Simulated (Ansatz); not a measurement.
The inner images of a band of BrH + F4H2NTa (10 atoms, charge 0, multiplicity 1) are given out of order.

Level of theory: RHF/def2-SVP (Ansatz 0.2.0).

Initial state:

```xyz
10
Properties=species:S:1:pos:R:3
Ta -0.245 0.144 -0.064
F 1.553 -0.035 0.456
F -0.733 0.436 1.731
F 0.234 -0.231 -1.846
F -1.048 1.748 -0.582
N -1.360 -1.443 -0.068
H -1.882 -1.761 0.730
H -1.453 -2.059 -0.858
Br 2.765 -3.242 1.476
H 2.810 -1.861 1.194
```

Final state:

```xyz
10
Properties=species:S:1:pos:R:3
Ta 0.031 -0.685 0.180
F 2.184 0.369 0.577
F -0.374 -0.307 1.979
F 0.619 -0.999 -1.580
F -0.187 1.130 -0.234
N -1.676 -1.511 -0.137
H -2.399 -1.598 0.557
H -1.954 -1.902 -1.021
Br 1.561 -2.602 0.976
H 2.837 -0.198 0.871
```

**Question.** Put them in order from the first end to the last, with their energies above the first end.
A.
```xyz
10
Properties=species:S:1:pos:R:3
Ta 0.031 -0.348 0.122
F 1.976 0.284 0.499
F -0.306 -0.159 1.956
F 0.596 -0.813 -1.605
F -0.594 1.332 -0.346
N -1.497 -1.526 -0.051
H -2.116 -1.773 0.703
H -1.704 -2.058 -0.879
Br 1.895 -2.394 0.968
H 2.360 -0.848 0.801
```
B.
```xyz
10
Properties=species:S:1:pos:R:3
Ta -0.192 0.110 -0.041
F 1.621 0.097 0.466
F -0.670 0.362 1.763
F 0.319 -0.341 -1.796
F -1.025 1.684 -0.583
N -1.329 -1.467 -0.045
H -1.850 -1.782 0.755
H -1.411 -2.094 -0.826
Br 2.358 -3.099 1.300
H 2.819 -1.773 1.174
```
C.
```xyz
10
Properties=species:S:1:pos:R:3
Ta -0.009 -0.202 0.081
F 1.786 0.434 0.431
F -0.340 -0.151 1.930
F 0.583 -0.816 -1.594
F -0.751 1.410 -0.419
N -1.468 -1.517 -0.055
H -2.071 -1.786 0.704
H -1.652 -2.080 -0.868
Br 1.986 -2.443 1.025
H 2.576 -1.150 0.932
```
D.
```xyz
10
Properties=species:S:1:pos:R:3
Ta -0.132 0.031 -0.010
F 1.691 0.234 0.456
F -0.556 0.176 1.817
F 0.428 -0.535 -1.716
F -0.937 1.611 -0.553
N -1.395 -1.458 -0.063
H -1.939 -1.759 0.727
H -1.499 -2.076 -0.848
Br 2.146 -2.878 1.206
H 2.834 -1.648 1.151
```
E.
```xyz
10
Properties=species:S:1:pos:R:3
Ta 0.025 -0.478 0.143
F 2.113 0.264 0.545
F -0.302 -0.146 1.960
F 0.621 -0.808 -1.605
F -0.474 1.270 -0.312
N -1.551 -1.536 -0.071
H -2.183 -1.756 0.680
H -1.759 -2.046 -0.911
Br 1.694 -2.474 0.945
H 2.457 -0.592 0.793
```
F.
```xyz
10
Properties=species:S:1:pos:R:3
Ta -0.073 -0.070 0.029
F 1.734 0.381 0.435
F -0.433 -0.018 1.873
F 0.529 -0.715 -1.631
F -0.857 1.518 -0.501
N -1.449 -1.468 -0.072
H -2.020 -1.757 0.703
H -1.586 -2.068 -0.866
Br 2.021 -2.649 1.115
H 2.776 -1.457 1.081
```
G.
```xyz
10
Properties=species:S:1:pos:R:3
Ta 0.024 -0.590 0.162
F 2.161 0.329 0.563
F -0.318 -0.192 1.966
F 0.646 -0.870 -1.590
F -0.319 1.202 -0.273
N -1.622 -1.537 -0.106
H -2.297 -1.705 0.620
H -1.864 -2.005 -0.963
Br 1.570 -2.541 0.953
H 2.661 -0.395 0.836
```

**Answer.** B (+0.02 eV), D (+0.10 eV), F (+0.21 eV), C (+0.43 eV), A (+1.00 eV), E (+0.47 eV), G (+0.22 eV).

Run time: 3.1 min on 4 threads of Intel(R) Xeon(R) 6975P-C (Granite Rapids), with other jobs on the host, peak memory 0.51 GiB.
